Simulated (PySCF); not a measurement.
# How methods differ on the excitation energy of C

C [He] 2s2 2p2 (3P) → C [He] 2s2 2p1 3d1 (high-spin determinant), as a difference of total energies. All numbers are calculated (PySCF 2.14, the spin-free X2C one-electron Hamiltonian (Gaussian nucleus), in aug-cc-pCVTZ-DK with one added diffuse shell each of s, p, d, f type (8s7p5d3f, 75 functions)). Correlated levels: valence and next inner shell: nothing frozen. The calculations carry no spin-orbit coupling.

```json
{"method": "UHF", "excitation energy (cm⁻¹)": "77361"}
{"method": "MP2 (valence and next inner shell)", "excitation energy (cm⁻¹)": "80668"}
{"method": "SCS-MP2 (valence and next inner shell)", "excitation energy (cm⁻¹)": "79648"}
{"method": "CCSD (valence and next inner shell)", "excitation energy (cm⁻¹)": "81062"}
{"method": "CCSD(T) (valence and next inner shell)", "excitation energy (cm⁻¹)": "79230"}
```

The promoted electron is Rydberg-like, and one or two diffuse shells describe it only roughly, which tends to raise the upper state.

The coupled-cluster amplitudes are large for the upper state (T1 above 0.03 or a double amplitude above 0.15), so a single reference is strained.

The determinant of the upper state mixes LS terms, which raises its energy above the lowest term, most at the Hartree-Fock and MP2 levels.
